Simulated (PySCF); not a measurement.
# Basis and Hamiltonian dependence of the excitation energy of N⁺

N⁺ [He] 2s2 2p2 (3P) → N⁺ [He] 2s1 2p3 (5S). Calculated with PySCF 2.14 from differences of total energies of unrestricted determinants, without spin-orbit coupling. Values in eV.

| basis | Hamiltonian | functions | UHF | r2SCAN | PBE0 | MP2 (valence) | CCSD(T) (valence) | CCSD(T) (valence and next inner shell) |
| --- | --- | --- | --- | --- | --- | --- | --- | --- |
| aug-cc-pVDZ-DK | spin-free X2C | 23 | 4.119 | 5.150 | 5.723 | 5.113 | 5.623 | n/a |
| aug-cc-pVDZ | non-relativistic | 23 | 4.090 | 5.121 | 5.694 | 5.084 | 5.594 | n/a |
| ANO-RCC-VTZP | spin-free X2C | 30 | 4.015 | 5.069 | 5.649 | 5.212 | 5.679 | 5.662 |
| x2c-TZVPPall | spin-free X2C | 31 | 4.023 | 5.070 | 5.652 | 5.212 | 5.674 | 5.657 |
| dyall-av2z | non-relativistic | 42 | 3.982 | 5.035 | 5.623 | 5.074 | 5.566 | n/a |
| aug-cc-pVTZ-DK | spin-free X2C | 46 | 4.044 | 5.096 | 5.680 | 5.255 | 5.712 | n/a |
| x2c-QZVPPall | spin-free X2C | 57 | 4.017 | 5.081 | 5.654 | 5.317 | 5.748 | 5.717 |
| aug-cc-pwCVTZ | non-relativistic | 59 | 4.012 | 5.071 | 5.651 | 5.266 | 5.715 | 5.686 |
| aug-cc-pCVTZ-DK | spin-free X2C | 59 | 4.042 | 5.099 | 5.681 | 5.283 | 5.735 | 5.712 |
| aug-cc-pVTZ with one added diffuse shell each of s, p, d, f type | non-relativistic | 62 | 4.015 | 5.068 | 5.651 | 5.228 | 5.685 | n/a |
| dyall-av3z | non-relativistic | 71 | 3.986 | 5.040 | 5.623 | 5.252 | 5.702 | n/a |
| aug-cc-pVQZ-DK | spin-free X2C | 80 | 4.023 | 5.085 | 5.663 | 5.338 | 5.765 | n/a |
| aug-cc-pCVQZ-DK | spin-free X2C | 109 | 4.023 | 5.080 | 5.660 | 5.353 | n/a | n/a |

Frozen in the all-electron rows: valence: 1s2; valence and next inner shell: nothing.

Reference for a calculation without spin-orbit coupling: 5.790 eV (measured, between term centres; NIST).
